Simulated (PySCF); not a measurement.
C$_{2}$H$_{9}$F$_{2}$NSi$_{2}$, singlet, at a GFN2-xTB geometry, with bond 2-1 at 2.4 times its length; PySCF with CASSCF(4,4)/STO-3G.

The PySCF input:
```python
from pyscf import gto, scf, mcscf
import numpy

mol = gto.M(
    atom='''
Si    1.212041    0.909062    0.200784
F     4.237653    1.533385   -2.100680
F     1.954371    0.225783    1.454764
Si   -0.166147   -0.568538   -0.865864
N    -1.695483   -0.500823   -0.082647
C    -2.864265   -1.026537   -0.739885
C    -1.847669   -0.483822    1.352641
H     0.881677    2.231668    0.704572
H    -0.449860   -0.149920   -2.246998
H     0.428979   -1.924405   -0.972029
H    -2.737286   -0.961121   -1.816177
H    -3.745775   -0.447618   -0.451868
H    -3.043206   -2.074988   -0.474927
H    -0.960399   -0.065716    1.823247
H    -2.711474    0.129741    1.625287
H    -2.008948   -1.491894    1.752550
''',
    basis='sto-3g',
    charge=0,
    spin=0,
    verbose=4,
)

mf = scf.RHF(mol)
mf.kernel()
mc = mcscf.CASSCF(mf, 4, 4)
mc.fix_spin_(ss=0.0)
mc.kernel()
occ = numpy.linalg.eigvalsh(mc.fcisolver.make_rdm1(mc.ci, mc.ncas, mc.nelecas))[::-1]
ss = mc.fcisolver.spin_square(mc.ci, mc.ncas, mc.nelecas)[0]
print('natural occupations', occ.round(4), ' <S^2>', round(ss, 4))
```

Task: What does PySCF print? Leave out banner, timings and long lists.

Result: 
```
PySCF version 2.14.0

[INPUT] verbose = 4
[INPUT] num. atoms = 16
[INPUT] num. electrons = 74
[INPUT] charge = 0
[INPUT] spin (= nelec alpha-beta = 2S) = 0
[INPUT] symmetry False subgroup None
[INPUT] Mole.unit = angstrom
[INPUT] Symbol           X                Y                Z      unit          X                Y                Z       unit  Magmom
[...]
nuclear repulsion = 433.830146821115
number of shells = 34
number of NR pGTOs = 156
number of NR cGTOs = 52
basis = sto-3g
ecp = {}

******** <class 'pyscf.scf.hf.RHF'> ********
method = RHF
initial guess = minao
damping factor = 0
level_shift factor = 0
DIIS = <class 'pyscf.scf.diis.CDIIS'>
diis_start_cycle = 1
diis_space = 8
diis_damp = 0
SCF conv_tol = 1e-09
SCF conv_tol_grad = None
SCF max_cycles = 50
direct_scf = True
direct_scf_tol = 1e-13
Set gradient conv threshold to 3.16228e-05
Initial guess from minao.
init E= -900.792798343233
[...]
cycle= 1 E= -900.492061985293  delta_E= 0.301  |g|= 0.49  |ddm|=  4.5
[...]
cycle= 2 E= -895.722226375321  delta_E= 4.77  |g|= 0.647  |ddm|= 6.42
[...]
cycle= 3 E= -900.575382237329  delta_E= -4.85  |g|= 0.266  |ddm|= 6.42
[...]
cycle= 4 E= -900.593605208715  delta_E= -0.0182  |g|= 0.18  |ddm|= 0.202
[...]
cycle= 5 E= -900.607573645963  delta_E= -0.014  |g|= 0.0936  |ddm|= 0.236

WARN: HOMO 0.0944809406415288 == LUMO 0.0945431343107866

cycle= 6 E= -900.239773354048  delta_E= 0.368  |g|= 0.328  |ddm|= 3.33
[...]
cycle= 7 E= -900.258127132001  delta_E= -0.0184  |g|= 0.298  |ddm|= 0.176
[...]
cycle= 8 E= -900.2637544984  delta_E= -0.00563  |g|= 0.308  |ddm|= 0.0824
[...]
cycle= 9 E= -900.598847884973  delta_E= -0.335  |g|= 0.149  |ddm|= 3.34
[...]
cycle= 10 E= -900.597328840315  delta_E= 0.00152  |g|= 0.156  |ddm|= 0.0341
[...]
cycle= 11 E= -900.598021102295  delta_E= -0.000692  |g|= 0.153  |ddm|= 0.0295
[...]
cycle= 12 E= -900.597574447503  delta_E= 0.000447  |g|= 0.155  |ddm|= 0.0675
[...]
cycle= 13 E= -900.717274731402  delta_E= -0.12  |g|= 0.152  |ddm|=  1.5
[...]
cycle= 14 E= -900.70929515542  delta_E= 0.00798  |g|= 0.173  |ddm|= 0.0955
[...]
cycle= 15 E= -900.707492353433  delta_E= 0.0018  |g|= 0.176  |ddm|= 0.0197
[...]
cycle= 16 E= -900.718710819775  delta_E= -0.0112  |g|= 0.155  |ddm|= 0.129
[...]
cycle= 17 E= -900.730947617946  delta_E= -0.0122  |g|= 0.119  |ddm|= 0.173
[...]
cycle= 18 E= -900.738094171743  delta_E= -0.00715  |g|= 0.0785  |ddm|= 0.132
[...]
cycle= 19 E= -900.742475193204  delta_E= -0.00438  |g|= 0.0397  |ddm|= 0.35
[...]
cycle= 20 E= -900.743511176785  delta_E= -0.00104  |g|= 0.0174  |ddm|= 0.155
[...]
cycle= 21 E= -900.743309883057  delta_E= 0.000201  |g|= 0.00948  |ddm|= 0.103
[...]
cycle= 22 E= -900.743749282619  delta_E= -0.000439  |g|= 0.0168  |ddm|= 0.145
[...]
cycle= 23 E= -900.740182538827  delta_E= 0.00357  |g|= 0.0531  |ddm|= 0.395
[...]
cycle= 24 E= -900.741733694268  delta_E= -0.00155  |g|= 0.0675  |ddm|= 0.708
[...]
cycle= 25 E= -900.744849062816  delta_E= -0.00312  |g|= 0.013  |ddm|= 0.253
[...]
cycle= 26 E= -900.730814749295  delta_E= 0.014  |g|= 0.143  |ddm|= 0.669
[...]
cycle= 27 E= -900.745967460234  delta_E= -0.0152  |g|= 0.0234  |ddm|= 0.371
[...]
cycle= 28 E= -900.740542959113  delta_E= 0.00542  |g|= 0.0988  |ddm|= 0.597
[...]
cycle= 29 E= -900.744686810336  delta_E= -0.00414  |g|= 0.0713  |ddm|= 0.179
[...]
cycle= 30 E= -900.749676179204  delta_E= -0.00499  |g|= 0.0149  |ddm|= 0.443
[...]
cycle= 31 E= -900.706069300421  delta_E= 0.0436  |g|= 0.236  |ddm|= 0.984
[...]
cycle= 32 E= -900.695752310742  delta_E= 0.0103  |g|= 0.26  |ddm|= 0.136
[...]
cycle= 33 E= -900.669940567786  delta_E= 0.0258  |g|= 0.31  |ddm|= 0.194
[...]
cycle= 34 E= -900.743185740459  delta_E= -0.0732  |g|= 0.09  |ddm|= 1.19
[...]
cycle= 35 E= -900.693331488844  delta_E= 0.0499  |g|= 0.193  |ddm|= 0.634
[...]
cycle= 36 E= -900.749975908553  delta_E= -0.0566  |g|= 0.0315  |ddm|= 1.03
[...]
cycle= 37 E= -900.750763452643  delta_E= -0.000788  |g|= 0.0105  |ddm|= 0.0765
[...]
[...]
SCF not converged.
CASCI E = -900.999481893267  S^2 = 0.0000000
[...]
Set conv_tol_grad to 0.000316228
macro iter   1 ( 19 JK    4 micro), CASSCF E = -901.006477830069  dE = -6.99593680e-03  S^2 = 0.0000000
               |grad[o]|=0.072  |grad[c]|=0.032  |ddm|=0.0086  |maxRot[o]|=0.252
macro iter   2 ( 21 JK    4 micro), CASSCF E = -901.008243521890  dE = -1.76569182e-03  S^2 = 0.0000000
               |grad[o]|=0.0105  |grad[c]|=0.00949  |ddm|=0.0134  |maxRot[o]|=0.158
macro iter   3 ( 21 JK    4 micro), CASSCF E = -901.010207968935  dE = -1.96444705e-03  S^2 = 0.0000000
               |grad[o]|=0.0101  |grad[c]|=0.0139  |ddm|=0.00264  |maxRot[o]|=0.159
macro iter   4 ( 17 JK    4 micro), CASSCF E = -901.012448679956  dE = -2.24071102e-03  S^2 = 0.0000000
               |grad[o]|=0.00915  |grad[c]|=0.0102  |ddm|=0.0135  |maxRot[o]|=0.146
macro iter   5 ( 21 JK    4 micro), CASSCF E = -901.013305528419  dE = -8.56848463e-04  S^2 = 0.0000000
               |grad[o]|=0.00699  |grad[c]|=0.00724  |ddm|=0.00335  |maxRot[o]|=0.0831
macro iter   6 ( 21 JK    4 micro), CASSCF E = -901.013825679910  dE = -5.20151491e-04  S^2 = 0.0000000
               |grad[o]|=0.00585  |grad[c]|=0.00582  |ddm|=0.00421  |maxRot[o]|=0.159
macro iter   7 ( 21 JK    4 micro), CASSCF E = -901.014109507413  dE = -2.83827503e-04  S^2 = 0.0000000
               |grad[o]|=0.00519  |grad[c]|=0.00515  |ddm|=0.00385  |maxRot[o]|=0.194
macro iter   8 ( 21 JK    4 micro), CASSCF E = -901.014413891170  dE = -3.04383757e-04  S^2 = 0.0000000
               |grad[o]|=0.00485  |grad[c]|=0.00483  |ddm|=0.00361  |maxRot[o]|=0.178
macro iter   9 ( 21 JK    4 micro), CASSCF E = -901.014509968424  dE = -9.60772537e-05  S^2 = 0.0000000
               |grad[o]|=0.00443  |grad[c]|=0.00447  |ddm|=0.00384  |maxRot[o]|=0.141
macro iter  10 ( 21 JK    4 micro), CASSCF E = -901.014485928226  dE =  2.40401977e-05  S^2 = 0.0000000
               |grad[o]|=0.00432  |grad[c]|=0.00437  |ddm|=0.00314  |maxRot[o]|=0.0656
macro iter  11 ( 21 JK    4 micro), CASSCF E = -901.014983139458  dE = -4.97211232e-04  S^2 = 0.0000000
               |grad[o]|=0.0044  |grad[c]|=0.00204  |ddm|=0.00252  |maxRot[o]|=0.0534
macro iter  12 ( 21 JK    4 micro), CASSCF E = -901.015321806440  dE = -3.38666982e-04  S^2 = 0.0000000
               |grad[o]|=0.00336  |grad[c]|=0.00151  |ddm|=0.00236  |maxRot[o]|=0.139
macro iter  13 ( 21 JK    4 micro), CASSCF E = -901.015516754412  dE = -1.94947973e-04  S^2 = 0.0000000
               |grad[o]|=0.00233  |grad[c]|=0.00128  |ddm|=0.000876  |maxRot[o]|=0.216
macro iter  14 ( 21 JK    4 micro), CASSCF E = -901.015586703753  dE = -6.99493401e-05  S^2 = 0.0000000
               |grad[o]|=0.00139  |grad[c]|=0.000573  |ddm|=0.000641  |maxRot[o]|=0.263
macro iter  15 ( 20 JK    4 micro), CASSCF E = -901.015613866743  dE = -2.71629902e-05  S^2 = 0.0000000
               |grad[o]|=0.000864  |grad[c]|=0.000467  |ddm|=0.000825  |maxRot[o]|=0.0247
macro iter  16 ( 16 JK    4 micro), CASSCF E = -901.015616036661  dE = -2.16991771e-06  S^2 = 0.0000000
               |grad[o]|=0.000241  |grad[c]|=0.000369  |ddm|=0.00339  |maxRot[o]|=0.157
macro iter  17 (  9 JK    2 micro), CASSCF E = -901.015616979696  dE = -9.43035843e-07  S^2 = 0.0000000
               |grad[o]|=0.00035  |grad[c]|=0.0001  |ddm|=0.000262  |maxRot[o]|=0.0402
macro iter  18 (  4 JK    1 micro), CASSCF E = -901.015617436305  dE = -4.56608291e-07  S^2 = 0.0000000
               |grad[o]|=5.39e-05  |grad[c]|=2.08e-05  |ddm|=9.21e-05  |maxRot[o]|=0.0396
macro iter  19 (  1 JK    1 micro), CASSCF E = -901.015617436431  dE = -1.26078703e-10  S^2 = 0.0000000
               |grad[o]|=2.7e-05  |grad[c]|=1.1e-05  |ddm|=2.44e-05  |maxRot[o]|=    0
1-step CASSCF converged in  19 macro (338 JK  68 micro) steps
CASSCF canonicalization
Density matrix diagonal elements [1.97950577 1.00792478 0.99193436 0.02063508]
CASSCF energy = -901.015617436431
CASCI E = -901.015617436431  E(CI) = -3.16881411305519  S^2 = 0.0000000
natural occupations [1.9814 1.0073 0.992  0.0193]  <S^2> 0.0
```

Convergence was not reached.
